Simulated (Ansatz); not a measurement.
Ansatz (a program for electronic structure) input (HF/3-21G): The .json file is the Basis Set Exchange's 3-21G.

Ansatz 0.2 input:
```yaml
crystal:
  periodic: [false, false, false]
  atoms:
    - {symbol: O, position_ang: [-3.47447046, -0.18005479, 0.75541480]}
    - {symbol: C, position_ang: [-3.23768434, -0.15528462, -0.66963169]}
    - {symbol: C, position_ang: [-1.85086742, -0.70688035, -1.01793077]}
    - {symbol: C, position_ang: [-0.74775089, 0.06254852, -0.26941394]}
    - {symbol: C, position_ang: [0.62641660, -0.56613556, -0.50768919]}
    - {symbol: Se, position_ang: [2.11800951, 0.40288772, 0.36714217]}
    - {symbol: H, position_ang: [-3.54532831, -1.09302119, 1.06551312]}
    - {symbol: H, position_ang: [-3.30448387, 0.88466871, -0.95094044]}
    - {symbol: H, position_ang: [-4.00872239, -0.70269238, -1.20223461]}
    - {symbol: H, position_ang: [-1.69818375, -0.63550980, -2.08992767]}
    - {symbol: H, position_ang: [-1.80528844, -1.76028076, -0.75221419]}
    - {symbol: H, position_ang: [-0.99205811, 0.06302845, 0.78410444]}
    - {symbol: H, position_ang: [-0.73761720, 1.09435601, -0.60129635]}
    - {symbol: H, position_ang: [0.64696515, -1.59256057, -0.17197891]}
    - {symbol: H, position_ang: [0.87553159, -0.55231575, -1.56016971]}
    - {symbol: H, position_ang: [1.61194182, 0.23109516, 1.74098585]}
basis:
  gaussian:
    orbitals: 3-21G.json
hamiltonian:
  xc: {name: HF}
phonons: {temperatures: {t_min: 298.15, t_max: 298.15, t_step: 100}}
```

Output:

```
Functional definition: HF
integrals: 0.03 GiB planned
1078 factors; integrals over basis functions are off by at most 5.2e-4 eV
mean field: 0.37 GiB planned
mean field evaluation 1: about -71273.1428 eV, gradient 3.1e1 eV
mean field evaluation 2: about -71273.5172 eV, gradient 3.1e1 eV
mean field evaluation 4: about -71275.9179 eV, gradient 3.3e0 eV
mean field evaluation 8: about -71275.9462 eV, gradient 1.4e-1 eV
mean field -71275.94633356 eV, -2619.3427151867 hartree, gradient 1.9e-5 eV, S^2 0.000000; 0 other end points of the search recorded, 0 dependent functions left out
the calculation of the forces begins
reference -71275.94633356 eV, -2619.3427151867 hartree; 38, 38 occupied and 50, 50 virtual orbitals, 1078 factors
these checks for a lower state are left out or cut short: stability, starts, cluster_reference, orbital_swaps, neighbouring_geometries, increment
integrals: 0.03 GiB planned
1078 factors; integrals over basis functions are off by at most 5.2e-4 eV
mean field: 0.37 GiB planned
mean field evaluation 16: about -71275.9463 eV, gradient 9.8e-4 eV
mean field -71275.94631188 eV, -2619.3427143900 hartree, gradient 2.0e-6 eV, S^2 0.000000; 0 other end points of the search recorded, 0 dependent functions left out
the calculation of the forces begins
reference -71275.94631188 eV, -2619.3427143900 hartree; 38, 38 occupied and 50, 50 virtual orbitals, 1078 factors
these checks for a lower state are left out or cut short: stability, starts, cluster_reference, orbital_swaps, neighbouring_geometries, increment
integrals: 0.03 GiB planned
1078 factors; integrals over basis functions are off by at most 5.2e-4 eV
mean field: 0.37 GiB planned
mean field -71275.94631096 eV, -2619.3427143561 hartree, gradient 2.0e-6 eV, S^2 0.000000; 0 other end points of the search recorded, 0 dependent functions left out
the calculation of the forces begins
reference -71275.94631096 eV, -2619.3427143561 hartree; 38, 38 occupied and 50, 50 virtual orbitals, 1078 factors
these checks for a lower state are left out or cut short: stability, starts, cluster_reference, orbital_swaps, neighbouring_geometries, increment
integrals: 0.03 GiB planned
1078 factors; integrals over basis functions are off by at most 5.2e-4 eV
mean field: 0.37 GiB planned
mean field evaluation 32: about -71275.5442 eV, gradient 1.2e-3 eV
mean field -71275.94616236 eV, -2619.3427088952 hartree, gradient 2.0e-6 eV, S^2 0.000000; 0 other end points of the search recorded, 0 dependent functions left out
the calculation of the forces begins
reference -71275.94616236 eV, -2619.3427088952 hartree; 38, 38 occupied and 50, 50 virtual orbitals, 1078 factors
these checks for a lower state are left out or cut short: stability, starts, cluster_reference, orbital_swaps, neighbouring_geometries, increment
integrals: 0.03 GiB planned
1078 factors; integrals over basis functions are off by at most 5.2e-4 eV
mean field: 0.37 GiB planned
mean field -71275.94615866 eV, -2619.3427087591 hartree, gradient 2.0e-6 eV, S^2 0.000000; 0 other end points of the search recorded, 0 dependent functions left out
the calculation of the forces begins
reference -71275.94615866 eV, -2619.3427087591 hartree; 38, 38 occupied and 50, 50 virtual orbitals, 1078 factors
these checks for a lower state are left out or cut short: stability, starts, cluster_reference, orbital_swaps, neighbouring_geometries, increment
integrals: 0.03 GiB planned
1078 factors; integrals over basis functions are off by at most 5.2e-4 eV
mean field: 0.37 GiB planned
mean field -71275.94620684 eV, -2619.3427105298 hartree, gradient 2.0e-6 eV, S^2 0.000000; 0 other end points of the search recorded, 0 dependent functions left out
the calculation of the forces begins
reference -71275.94620684 eV, -2619.3427105298 hartree; 38, 38 occupied and 50, 50 virtual orbitals, 1078 factors
these checks for a lower state are left out or cut short: stability, starts, cluster_reference, orbital_swaps, neighbouring_geometries, increment
integrals: 0.03 GiB planned
1078 factors; integrals over basis functions are off by at most 5.2e-4 eV
mean field: 0.37 GiB planned
mean field evaluation 64: about -71275.9462 eV, gradient 9.8e-5 eV
mean field -71275.94620391 eV, -2619.3427104222 hartree, gradient 2.0e-6 eV, S^2 0.000000; 0 other end points of the search recorded, 0 dependent functions left out
the calculation of the forces begins
reference -71275.94620391 eV, -2619.3427104222 hartree; 38, 38 occupied and 50, 50 virtual orbitals, 1078 factors
these checks for a lower state are left out or cut short: stability, starts, cluster_reference, orbital_swaps, neighbouring_geometries, increment
integrals: 0.03 GiB planned
1078 factors; integrals over basis functions are off by at most 5.2e-4 eV
mean field: 0.37 GiB planned
[...]
reference -71275.94630856 eV, -2619.3427142680 hartree; 38, 38 occupied and 50, 50 virtual orbitals, 1078 factors
these checks for a lower state are left out or cut short: stability, starts, cluster_reference, orbital_swaps, neighbouring_geometries, increment
integrals: 0.03 GiB planned
1078 factors; integrals over basis functions are off by at most 5.2e-4 eV
mean field: 0.37 GiB planned
mean field -71275.94630873 eV, -2619.3427142743 hartree, gradient 2.0e-6 eV, S^2 0.000000; 0 other end points of the search recorded, 0 dependent functions left out
the calculation of the forces begins
reference -71275.94630873 eV, -2619.3427142743 hartree; 38, 38 occupied and 50, 50 virtual orbitals, 1078 factors
these checks for a lower state are left out or cut short: stability, starts, cluster_reference, orbital_swaps, neighbouring_geometries, increment
integrals: 0.03 GiB planned
1078 factors; integrals over basis functions are off by at most 5.2e-4 eV
mean field: 0.37 GiB planned
mean field -71275.94631659 eV, -2619.3427145629 hartree, gradient 2.0e-6 eV, S^2 0.000000; 0 other end points of the search recorded, 0 dependent functions left out
the calculation of the forces begins
reference -71275.94631659 eV, -2619.3427145629 hartree; 38, 38 occupied and 50, 50 virtual orbitals, 1078 factors
these checks for a lower state are left out or cut short: stability, starts, cluster_reference, orbital_swaps, neighbouring_geometries, increment
integrals: 0.03 GiB planned
1078 factors; integrals over basis functions are off by at most 5.2e-4 eV
mean field: 0.37 GiB planned
mean field evaluation 800: about -71275.9463 eV, gradient 7.5e-3 eV
mean field -71275.94631530 eV, -2619.3427145158 hartree, gradient 2.0e-6 eV, S^2 0.000000; 0 other end points of the search recorded, 0 dependent functions left out
the calculation of the forces begins
reference -71275.94631530 eV, -2619.3427145158 hartree; 38, 38 occupied and 50, 50 virtual orbitals, 1078 factors
these checks for a lower state are left out or cut short: stability, starts, cluster_reference, orbital_swaps, neighbouring_geometries, increment
integrals: 0.03 GiB planned
1078 factors; integrals over basis functions are off by at most 5.2e-4 eV
mean field: 0.37 GiB planned
mean field -71275.94622405 eV, -2619.3427111621 hartree, gradient 2.0e-6 eV, S^2 0.000000; 0 other end points of the search recorded, 0 dependent functions left out
the calculation of the forces begins
reference -71275.94622405 eV, -2619.3427111621 hartree; 38, 38 occupied and 50, 50 virtual orbitals, 1078 factors
these checks for a lower state are left out or cut short: stability, starts, cluster_reference, orbital_swaps, neighbouring_geometries, increment
integrals: 0.03 GiB planned
1078 factors; integrals over basis functions are off by at most 5.2e-4 eV
mean field: 0.37 GiB planned
mean field -71275.94622400 eV, -2619.3427111606 hartree, gradient 2.0e-6 eV, S^2 0.000000; 0 other end points of the search recorded, 0 dependent functions left out
the calculation of the forces begins
reference -71275.94622400 eV, -2619.3427111606 hartree; 38, 38 occupied and 50, 50 virtual orbitals, 1078 factors
these checks for a lower state are left out or cut short: stability, starts, cluster_reference, orbital_swaps, neighbouring_geometries, increment
integrals: 0.03 GiB planned
1078 factors; integrals over basis functions are off by at most 5.2e-4 eV
mean field: 0.37 GiB planned
mean field -71275.94632140 eV, -2619.3427147400 hartree, gradient 2.0e-6 eV, S^2 0.000000; 0 other end points of the search recorded, 0 dependent functions left out
the calculation of the forces begins
reference -71275.94632140 eV, -2619.3427147400 hartree; 38, 38 occupied and 50, 50 virtual orbitals, 1078 factors
these checks for a lower state are left out or cut short: stability, starts, cluster_reference, orbital_swaps, neighbouring_geometries, increment
integrals: 0.03 GiB planned
1078 factors; integrals over basis functions are off by at most 5.2e-4 eV
mean field: 0.37 GiB planned
mean field evaluation 832: about -71275.5430 eV, gradient 8.1e-1 eV
mean field -71275.94632110 eV, -2619.3427147288 hartree, gradient 2.0e-6 eV, S^2 0.000000; 0 other end points of the search recorded, 0 dependent functions left out
the calculation of the forces begins
reference -71275.94632110 eV, -2619.3427147288 hartree; 38, 38 occupied and 50, 50 virtual orbitals, 1078 factors
these checks for a lower state are left out or cut short: stability, starts, cluster_reference, orbital_swaps, neighbouring_geometries, increment
integrals: 0.03 GiB planned
1078 factors; integrals over basis functions are off by at most 5.2e-4 eV
mean field: 0.37 GiB planned
mean field -71275.94633028 eV, -2619.3427150662 hartree, gradient 2.0e-6 eV, S^2 0.000000; 0 other end points of the search recorded, 0 dependent functions left out
the calculation of the forces begins
reference -71275.94633028 eV, -2619.3427150662 hartree; 38, 38 occupied and 50, 50 virtual orbitals, 1078 factors
these checks for a lower state are left out or cut short: stability, starts, cluster_reference, orbital_swaps, neighbouring_geometries, increment
integrals: 0.03 GiB planned
1078 factors; integrals over basis functions are off by at most 5.2e-4 eV
mean field: 0.37 GiB planned
mean field -71275.94633047 eV, -2619.3427150732 hartree, gradient 2.0e-6 eV, S^2 0.000000; 0 other end points of the search recorded, 0 dependent functions left out
the calculation of the forces begins
reference -71275.94633047 eV, -2619.3427150732 hartree; 38, 38 occupied and 50, 50 virtual orbitals, 1078 factors
these checks for a lower state are left out or cut short: stability, starts, cluster_reference, orbital_swaps, neighbouring_geometries, increment
integrals: 0.03 GiB planned
1078 factors; integrals over basis functions are off by at most 5.2e-4 eV
mean field: 0.37 GiB planned
mean field evaluation 864: about -71275.9463 eV, gradient 1.5e-6 eV
mean field -71275.94627784 eV, -2619.3427131389 hartree, gradient 2.0e-6 eV, S^2 0.000000; 0 other end points of the search recorded, 0 dependent functions left out
the calculation of the forces begins
reference -71275.94627784 eV, -2619.3427131389 hartree; 38, 38 occupied and 50, 50 virtual orbitals, 1078 factors
these checks for a lower state are left out or cut short: stability, starts, cluster_reference, orbital_swaps, neighbouring_geometries, increment
integrals: 0.03 GiB planned
1078 factors; integrals over basis functions are off by at most 5.2e-4 eV
mean field: 0.37 GiB planned
mean field -71275.94627852 eV, -2619.3427131639 hartree, gradient 2.0e-6 eV, S^2 0.000000; 0 other end points of the search recorded, 0 dependent functions left out
the calculation of the forces begins
reference -71275.94627852 eV, -2619.3427131639 hartree; 38, 38 occupied and 50, 50 virtual orbitals, 1078 factors
Total energy: -71275.94633356 eV, -2619.3427151867 hartree
Atom 0 at    -3.474470    -0.180055     0.755415 Å, force     0.000196     0.000439     0.000388 eV/Å
Atom 1 at    -3.237684    -0.155285    -0.669632 Å, force    -0.000251    -0.000021     0.000604 eV/Å
Atom 2 at    -1.850867    -0.706880    -1.017931 Å, force    -0.000783    -0.000056    -0.000016 eV/Å
Atom 3 at    -0.747751     0.062549    -0.269414 Å, force    -0.000179    -0.000427    -0.000333 eV/Å
Atom 4 at     0.626417    -0.566136    -0.507689 Å, force     0.000097    -0.000038     0.000061 eV/Å
Atom 5 at     2.118010     0.402888     0.367142 Å, force     0.000095     0.000252     0.000062 eV/Å
Atom 6 at    -3.545328    -1.093021     1.065513 Å, force     0.000149     0.000008    -0.000699 eV/Å
Atom 7 at    -3.304484     0.884669    -0.950940 Å, force    -0.000086    -0.000030    -0.000156 eV/Å
Atom 8 at    -4.008722    -0.702692    -1.202235 Å, force     0.000160    -0.000060    -0.000272 eV/Å
Atom 9 at    -1.698184    -0.635510    -2.089928 Å, force     0.000330    -0.000167     0.000195 eV/Å
Atom 10 at    -1.805288    -1.760281    -0.752214 Å, force     0.000267     0.000057     0.000030 eV/Å
Atom 11 at    -0.992058     0.063028     0.784104 Å, force     0.000183    -0.000103     0.000005 eV/Å
Atom 12 at    -0.737617     1.094356    -0.601296 Å, force    -0.000036     0.000303     0.000107 eV/Å
Atom 13 at     0.646965    -1.592561    -0.171979 Å, force    -0.000174    -0.000370     0.000026 eV/Å
Atom 14 at     0.875532    -0.552316    -1.560170 Å, force    -0.000022     0.000258     0.000214 eV/Å
Atom 15 at     1.611942     0.231095     1.740986 Å, force     0.000054    -0.000043    -0.000214 eV/Å
Dipole moment:    -0.300559    -0.482464    -0.254812 e Å
Vibrations: 78.64 92.54 134.85 197.12 201.73 286.08 331.63 365.98 536.58 694.92 760.18 832.21 911.10 943.16 1003.79 1082.90 1121.66 1146.78 1163.91 1242.65 1346.88 1394.43 1431.12 1464.60 1482.28 1498.91 1518.65 1545.63 1628.33 1650.71 1668.34 1683.07 2331.98 3182.46 3198.19 3225.98 3232.50 3247.68 3277.33 3283.87 3306.27 3857.49 cm⁻¹, zero-point energy 3.941773 eV
```

The blocks after the first are displaced geometries, from whose forces the wavenumbers follow.
